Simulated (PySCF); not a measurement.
NMR data simulated for an unnamed compound:

1H NMR (400 MHz, computed): δ 7.03 (s, 1H), 6.36 (m, 1H), 5.68 (m, 1H), 5.47 (m, 1H), 4.93 (d, 2H), 2.19 (m, 1H), 1.07 (m, 2H), 0.58 (m, 2H).

13C{1H} NMR (computed): δ 158.0 (C), 144.0 (CH), 131.5 (CH), 125.0 (CH2), 60.8 (CH2), 12.8 (CH2), 10.9 (CH).

PySCF 2.14.0 with density-fitted response routines calculation with GIAO PBE0/pcSseg-1 shieldings and GFN2-xTB structure; non-relativistic, one conformer, one averaged value for each set of equivalent atoms, isolated molecule.

References, each an isolated molecule treated in the same way: 1H and 13C vs TMS.

Task: Which of these does the molecule contain: a vinyl group CH=CH2, an N-methyl group, an OH group, a heteroaromatic ring, a non-aromatic C=C double bond, an ester?

Result: 
- A vinyl group CH=CH2: yes (δC 125.0, 144.0; δH 5.47 (m), 5.68 (m), 6.36 (m)).
- An N-methyl group: no.
- An OH group: no.
- A heteroaromatic ring: yes.
- A non-aromatic C=C double bond: yes.
- An ester: no.

The data belong to SMILES C=CCn1ncc(C2CC2)n1, C₈H₁₁N₃; they needn't prove each group on their own.

Carbon signals by region: 4 in the sp2 and nitrile region (100–160 ppm), 1 at 50–100 ppm, 2 below 50 ppm.

Shifts are as computed. Against solution values, carbons near 30 ppm lie about +3 ppm off and those near 130 ppm about +5 ppm. Of 1211 compounds with measured shifts, 218 miss one by over three times the rms of a fit or turn the order of signals round; such compounds aren't used in these exercises. Multiplicities follow the n + 1 count of equivalent neighbours, as no J values were calculated; m marks all less simple cases, F and P coupling included.
